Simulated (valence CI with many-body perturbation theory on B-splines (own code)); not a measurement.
Co XXI: key properties

Level of theory: valence CI with perturbative core correlation (CI+MBPT): five valence electrons over a frozen Dirac-Fock core [He], radial functions for each j: 9 s, 9 p, 8 d, 6 f, 3 g, 1 h, with the one-electron correlation potential Σ1 (screened to all orders), the two-electron term Σ2, the three-electron term Σ3, Breit, model QED; selected single and double excitations, second order for the rest, scaled by the run's own slope (own B-spline code, finite nucleus).

No measured spectrum was set against this ion. As an estimate, levels of excited configurations hold to 0.05 to 0.15 % of their energy, terms of the ground configuration to about 0.5 %. Among the levels kept, up to 3700 cm⁻¹ of a level comes from second order outside the variational space, and about a tenth of that is noise between levels of different J, which matters for small intervals.

Names give the largest LS component (configuration and term), which can be under half, so a name can repeat, a term be missing and a line seem to break the LS rules; names also repeat where a configuration has a term twice.

Rates and lifetimes use the calculated energies. Strong lines usually hold to 10 to 20 %, long lifetimes can be off by a factor of two.

Q: What is the ground level?

A: 2s2.2p3 4S°_3/2, composition 84 % 2s2.2p3 4S° + 12 % 2s2.2p3 2P° + 3 % 2s2.2p3 2D°, g = 1.877.

Q: Where does the other parity begin?

A: At 2s.2p4 4P_5/2, 799.07 × 10³ cm⁻¹.

Q: Name the longest-lived excited levels whose lifetime is computed, and their main decay.

A: 2s2.2p3 2D°_5/2 at 191.82 × 10³ cm⁻¹ lives 324 μs, mostly by M1 to 2s2.2p3 4S°_3/2; 2s2.2p3 2D°_3/2 at 147.26 × 10³ cm⁻¹ lives 39.5 μs, mostly by M1 to 2s2.2p3 4S°_3/2; 2s2.2p3 2P°_1/2 at 280.66 × 10³ cm⁻¹ lives 17.7 μs, mostly by M1 to 2s2.2p3 4S°_3/2.

Q: Among levels below 8536.9 × 10³ cm⁻¹, which E1 lines absorb most strongly from the ground level?

A: to 2s2.2p2.3d 4P_3/2 at 1.174 nm, f = 0.480; to 2s2.2p2.3d 4P_5/2 at 1.176 nm, f = 0.442; to 2s2.2p2.3d 2F_5/2 at 1.181 nm, f = 0.205.

Q: What are the static dipole polarisabilities of the lowest levels?

A: 2s2.2p3 4S°_3/2 0.00921 (tensor 0.00016); 2s2.2p3 2D°_3/2 0.00825 (tensor 0.0017); 2s2.2p3 2D°_5/2 0.00835 (tensor 0.00060); 2s2.2p3 2P°_1/2 0.00735 bohr³, of which the core gives 1.72e-05.

Q: How well does LS coupling describe the low levels?

A: Among the lowest 20 levels the leading LS term, summed over configurations, holds 86 % on average. For single configurations the figures are 86 % in LS and 79 % in jj coupling. Terms mix most in the J = 3/2 level at 7986.0 × 10³ cm⁻¹, where the leading one holds 63 %.

Q: What is the ionisation energy?

A: 1722.8 eV; NIST lists 1724 ± 3 eV (semi-empirical).
